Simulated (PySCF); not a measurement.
Simulated Cl 2p region for GeEtCl3 (`[Cl][Ge]([CH2]C)([Cl])[Cl]`), binding energy against the vacuum level.

Every computed line was given a Gaussian of 0.5 eV full width at half maximum and an area set by the number of equivalent atoms (split 2:1 within a doublet); the highest printed point is 100. Computed, not measured: delta-SCF UKS SCAN, pcX-2 on the ionised atom, pcseg-1 elsewhere, spin-free X2C (PySCF 2.14.0).

binding energy (eV), intensity and a bar:
```
    205.2          0 
    205.3          2 
    205.4          5 ##
    205.5         15 #####
    205.6         34 ##########
    205.7         61 ##################
    205.8         87 ##########################
    205.9        100 ##############################
    206.0         92 ############################
    206.1         68 ####################
    206.2         40 ############
    206.3         19 ######
    206.4          7 ##
    206.5          2 #
    206.6          1 
    206.7          0 
    206.8          0 
    206.9          0 
    207.0          1 
    207.1          4 #
    207.2         11 ###
    207.3         23 #######
    207.4         37 ###########
    207.5         48 ##############
    207.6         49 ###############
    207.7         41 ############
    207.8         27 ########
    207.9         15 ####
    208.0          6 ##
    208.1          2 #
    208.2          1 
    208.3          0
```

Problem. How many maxima does the curve show, and how many computed lines lie under it?

Solution. The curve has 2 maxima (at 205.9 and 207.6 eV). Under it lie 2 lines from 1 inequivalent chlorine site, drawn as a 2p3/2, 2p1/2 pair.

Problem. Decompose the envelope and assign each component. Bonds: Ge1–C2, Ge1–Cl9, Ge1–Cl10, Ge1–Cl11, C2–C3. Hydrogens: H4, H5 on C2; H6, H7, H8 on C3.

Solution. 
```json
{"position (eV)": "205.91", "relative area": "2.00", "line": "Cl 2p3/2", "atoms": "Cl9/Cl10/Cl11", "environment": "chlorine bonded to Ge"}
{"position (eV)": "207.57", "relative area": "1.00", "line": "Cl 2p1/2", "atoms": "Cl9/Cl10/Cl11", "environment": "chlorine bonded to Ge"}
```

Problem. What are the centre and the root-mean-square width of the whole band?

Solution. The area-weighted mean of the lines is 206.46 eV. Their own spread about it is 0.78 eV (rms) and each Gaussian has σ = 0.5/2.355 = 0.21 eV; the variances add, which gives 0.81 eV.

No satellites, vibrations or lifetime broadening are included. Topologically equivalent atoms share the value of their first member; where this conformer doesn't relate them by symmetry, their own values could differ. 2p3/2 and 2p1/2 are the ΔSCF energy of one spin-free 2p hole plus the eigenvalues of a spin–orbit and ligand-field matrix of the shell. 2p1/2 minus 2p3/2 (ligand field included): Cl 1.65 eV. Isolated species at its PBE0-D3(BJ)/def2-SVP geometry, gas phase.
